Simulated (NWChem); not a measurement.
System: C$_{4}$H$_{5}$FO; SMILES O=CC1(F)CC1

The following NWChem deck was run.

```
start job
memory heap 200 mb stack 900 mb global 1100 mb
geometry units angstroms
  O      1.573885     0.855157    -0.988520
  C      1.238024     0.171464    -0.059040
  C     -0.155910    -0.188593     0.246839
  F     -0.276542    -0.977251     1.359130
  C     -1.278627     0.788246    -0.017450
  C     -1.150695    -0.427705    -0.865732
  H      1.963762    -0.253064     0.658763
  H     -2.064757     0.823271     0.720772
  H     -0.992633     1.742921    -0.431303
  H     -1.847930    -1.237597    -0.716949
  H     -0.775366    -0.322128    -1.871940
end
basis spherical
  * library def2-svp
end
dft
  xc pbe0
  iterations 150
end
driver
  maxiter 120
end
task dft optimize
task dft freq
```

The level has its own optimisation; frequencies are unscaled. Brackets give each atom's bonded neighbours.

**Question.** What results follow from this input? (PBE0/def2-SVP.) Quantities: r C–O (Å); r C–C [C(CCCF)–C(CHO)] (Å); r C–H [C(CHO)–H(C)] (Å); r C–F (Å); highest harmonic frequency (cm⁻¹); lowest (cm⁻¹); zero-point energy (kcal/mol); dipole (D).

**Answer.** 
- r C–O (Å) = 1.203
- r C–C [C(CCCF)–C(CHO)] (Å) = 1.485
- r C–H [C(CHO)–H(C)] (Å) = 1.120
- r C–F (Å) = 1.358
- highest harmonic frequency (cm⁻¹) = 3273
- lowest (cm⁻¹) = 135
- zero-point energy (kcal/mol) = 52.0
- dipole (D) = 1.55
